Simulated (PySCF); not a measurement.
**Kr⁺ (krypton, charge +1) across methods**

[Ar] 3d10 4s2 4p5, 2P determinant. All numbers are calculated (PySCF 2.14, the spin-free X2C one-electron Hamiltonian (Gaussian nucleus), in aug-cc-pVDZ-DK).

```csv
method,E (hartree),mean ε 4s β (eV),mean ε 4p α (eV),mean ε 4p β (eV),Σ⟨r²⟩ (bohr²),⟨S²⟩
r2SCANh,-2789.359,-34.886,-21.120,-20.032,31.59,0.752
UHF,-2787.57027,-41.176,-25.571,-24.182,31.88,0.755
PBE,-2789.022,-33.447,-19.996,-19.029,31.69,0.751
PBE0,-2789.087,-35.688,-21.645,-20.593,31.65,0.752
MN15,-2791.188,-36.035,-22.381,-21.401,31.60,0.752
B3LYP,-2789.423,-35.348,-21.273,-20.305,31.72,0.751
LC-wPBE,-2789.071,-38.976,-24.570,-23.571,31.58,0.752
r2SCAN,-2789.366,-34.078,-20.532,-19.466,31.59,0.752
LDA,-2785.493,-33.740,-20.103,-19.171,31.67,0.751
```
